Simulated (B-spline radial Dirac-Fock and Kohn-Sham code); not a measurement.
**Isotope-shift constants of the inner levels of Ho**

System: the Ho atom, [Xe] 4f11 6s2.

Method: first-order field-shift and mass-shift constants from Dirac-Fock ground and hole states with a Fermi nucleus; the mass shift has no relativistic recoil terms. Computed with a radial atomic solver. A binding energy shifts by δE = F·δ⟨r²⟩ + (K_N + K_S)·δ(1/M); F is taken for a change of radius at fixed skin thickness and so holds the higher radial moments.

```
     level  F (meV/fm²)
    K (1s)       -429.6
   L1 (2s)       -57.28
L2 (2p1/2)       0.2733
L3 (2p3/2)        2.625
   M1 (3s)       -12.48
M2 (3p1/2)       0.1174
M3 (3p3/2)       0.7075
M4 (3d3/2)       0.6529
M5 (3d5/2)       0.6275
```

The mass shift is not given and not included below: at this Z its relativistic corrections are large. It matters little for K lines but can be comparable with the field shift of L lines.

Field shifts alone in meV from A = 165 (mass 164.9303 u, rms radius 5.2022 fm); radii from Angeli and Marinova (2013).

```csv
A,mass (u),radius (fm),Kα1,Kα2,Kβ1,Lα1
152,151.9317,5.0614,+624.6,+621.2,+621.8,-2.9
153,152.9302,5.076,?,?,?,?
155,154.9291,5.1076,+421.5,+419.2,+419.7,-1.9
156,155.9296,5.1156,+386.2,+384.1,+384.5,-1.8
157,156.9283,5.1535,+218.0,+216.8,+217.0,-1.0
159,158.9277,5.1675,+155.5,+154.7,+154.8,-0.7
160,159.9287,5.1662,+161.3,+160.5,+160.6,-0.7
161,160.9279,5.1785,+106.3,+105.8,+105.9,-0.5
162,161.9291,5.1817,+92.0,+91.5,+91.6,-0.4
163,162.9287,5.1907,+51.7,+51.4,+51.4,-0.2
```

Task: What are the shifts for A = 153?

Result: Kα1 +560.6 meV; Kα2 +557.6 meV; Kβ1 +558.1 meV; Lα1 -2.6 meV.
